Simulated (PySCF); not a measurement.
## Two-component Hartree-Fock for S¹⁴⁺ (sulfur, charge +14)

Start: 1s2. Calculated with PySCF 2.14 in an even-tempered Gaussian basis (17 s from 1 bohr⁻², ratio 2.6; 10 p from 1.3 bohr⁻², ratio 2.6; 6 d from 1.4 bohr⁻², ratio 2.8; 3 f from 67 bohr⁻², ratio 2.8): generalised Hartree-Fock with the X2C-1e Hamiltonian and a Gaussian nucleus; spin-orbit coupling (SO) screened by Boettger's factors.

| spinor shell | electrons | ε, screened SO (eV) | weight of nominal j (screened SO) | rms radius, screened SO (bohr) |
| --- | --- | --- | --- | --- |
| 1s1/2 | 2 | -3225.4 | 1.000 | 0.110 |

```json
{"quantity": "E (hartree)", "screened SO": "-246.91345"}
{"quantity": "M_J", "screened SO": "0"}
{"quantity": "⟨J²⟩", "screened SO": "0.000"}
{"quantity": "⟨L²⟩", "screened SO": "0.000"}
{"quantity": "⟨S²⟩", "screened SO": "0.000"}
```
